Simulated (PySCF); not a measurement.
Electron correlation in Xe (xenon, neutral)

[Xe], closed-shell 1S. All numbers are calculated (PySCF 2.14, scalar relativity through the core potential, in def2-SVP with the def2 core potential (28 electrons)). Frozen: 4s2 4p6 4d10; 8 electrons correlated.

MP2 pair energies summed by pair of shells (mhartree):

```json
{"pair": "5p-5p", "energy": "-105.31", "share (%)": "72.6"}
{"pair": "5s-5p", "energy": "-33.43", "share (%)": "23.1"}
{"pair": "5s-5s", "energy": "-6.22", "share (%)": "4.3"}
```

Total MP2 correlation energy: -144.96 mhartree.

Same-spin part -35.90 and opposite-spin part -109.06 mhartree; SCS-MP2 scales them by 1/3 and 6/5 to -142.84 mhartree.

```json
{"level": "CCSD", "correlation energy (mhartree)": "-160.06"}
{"level": "(T)", "correlation energy (mhartree)": "-4.91"}
{"level": "CCSD(T)", "correlation energy (mhartree)": "-164.97"}
```

Diagnostics: T1 = 0.0031, D1 = 0.0076, largest double amplitude 0.044.

Question: Is a single reference adequate?

Answer: Yes, within this model without spin-orbit coupling: T1 lies below 0.03 and no double amplitude reaches 0.07.
